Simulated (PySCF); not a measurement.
**Be2 at PBE0**

Computed with PBE0; Be def2-TZVP; no relativity (PySCF 2.14).

- state: singlet, closed shell
- bond length: 2.517 Å
- harmonic wavenumber: 295 cm⁻¹
- force constant: 0.231 mdyn/Å
- rotational constant Be: 0.5905 cm⁻¹
- anharmonicity ωexe: 9.05 cm⁻¹
- vibration–rotation constant αe: 0.0200 cm⁻¹
- well depth De to Be + Be: 0.28 eV
- dissociation energy D0: 0.26 eV
- HOMO–LUMO gap: 3.15 eV
- bond order (Mayer): 0.77

Closed-shell solutions of metal pairs were not tested for spin polarisation, which can lower them a little. The bond is weak. Basis-set superposition, not corrected here, can be much of De in a small basis, most of all at correlated wavefunction levels. Functionals without a dispersion term scatter widely for such bonds, and LDA overbinds them.
